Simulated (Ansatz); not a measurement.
Hg3Te3. Charge 0, multiplicity 1. Geometry B3LYP-D4/def2-SVP; atoms count from 1.

```xyz
6

Hg    0.525    2.765   -0.596
Hg    1.075   -0.957    1.262
Hg   -0.211   -0.489   -1.580
Te    2.347   -1.453   -1.131
Te   -2.568   -0.211   -0.158
Te   -1.168    0.345    2.202
```

In the def2 sets Hg, Te take a core potential; there is no spin–orbit coupling. Another isomer (singlet) lies 1.01 eV lower at PBE0-D4/def2-TZVP; other spin states weren't run for this one.

(1) Estimate the Mulliken populations from the PBE0/def2-TZVP orbitals of Ansatz.

(2) And the Mayer bond orders between heavy atoms (over 0.3)?

## Answers

(1) 
```
atom  charge (e)  d electrons
 Hg1        0.02        10.00
 Hg2        0.38         9.93
 Hg3        0.34         9.94
 Te4       -0.36            –
 Te5       -0.18            –
 Te6       -0.19            –
```
Mulliken values depend strongly on the basis.

(2) Hg2–Te4 0.88 (2.75 Å); Hg2–Te6 0.83 (2.76 Å); Hg3–Te4 0.85 (2.77 Å); Hg3–Te5 0.83 (2.77 Å); Te5–Te6 1.10 (2.80 Å).
